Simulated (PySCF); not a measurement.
BClH, SMILES Cl[BH] (connectivity only; charge and spin as stated), charge +1, multiplicity 1. Coordinates come from a TPSSh-D3(BJ)/def2-TZVPD optimisation. The multiplicity is an assumed one; other spin states were not compared. The isomer is the one that the SMILES or the coordinates give; other isomers of the formula were not compared.

TDDFT-PBE/def2-TZVPD run with PySCF 2.14.0 puts the lowest singlet excitations at 6.85, 6.99, 6.99, 8.69, 8.69, 9.28 eV and the lowest triplet (TDA) at 5.89 eV.

Question: What are the lowest singlet roots from EOM-CCSD/aug-cc-pVDZ (PySCF)? (An estimate is asked for; the answer gives what the named calculation found.)

Answer: 7.51, 7.53, 7.53, 9.41, 9.41, 9.60 eV; triplets 6.59, 7.11, 7.11 eV. S1 differs by 0.66 eV (second minus first; roots are paired by order, and the bases may differ).
